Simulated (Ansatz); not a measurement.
C2H6O2SSi (`C=C[Si](O)(O)S`), relaxed with RKS PBE0-D4/def2-TZVP in Ansatz 0.2.0 from a PBE-D4/def2-SVP geometry. The force threshold is 0.005 eV/Å; the program also tests the step.

The species carries charge 0 and has multiplicity 1.

Start:

```xyz
12

C    -1.227    0.074    1.724
C    -0.063   -0.382    1.219
Si    0.461   -0.015   -0.536
O    -0.790    0.755   -1.357
O     1.767    1.024   -0.655
S     1.069   -1.889   -1.395
H    -1.922    0.669    1.106
H    -1.540   -0.120    2.766
H     0.611   -0.970    1.869
H    -1.536    0.181   -1.600
H     1.515    1.965   -0.669
H     1.655   -1.292   -2.471
```

**Question.** By how much does the energy fall, and how many steps does the optimiser take? (An estimate is asked.)

**Answer.** Computed: 12.21 kJ/mol, in 51 steps, 12 of them rejected.

**Question.** Which bonds change most? (Estimate.)

**Answer.** The calculation gave: Si3–O4 from 1.682 to 1.638 Å; Si3–O5 from 1.673 to 1.644 Å; C2–Si3 from 1.868 to 1.845 Å; S6–H12 from 1.363 to 1.343 Å.

**Question.** Give the relaxed structure. (An estimate is asked.)

**Answer.** Computed: 
```xyz
12

C    -1.177    0.010    1.784
C    -0.022   -0.255    1.178
Si    0.255   -0.009   -0.630
O    -1.151    0.611   -1.197
O     1.567    0.942   -0.909
S     0.712   -1.805   -1.692
H    -2.031    0.389    1.231
H    -1.318   -0.145    2.850
H     0.802   -0.642    1.774
H    -1.264    0.614   -2.149
H     1.628    1.743   -0.385
H     1.998   -1.453   -1.857
```
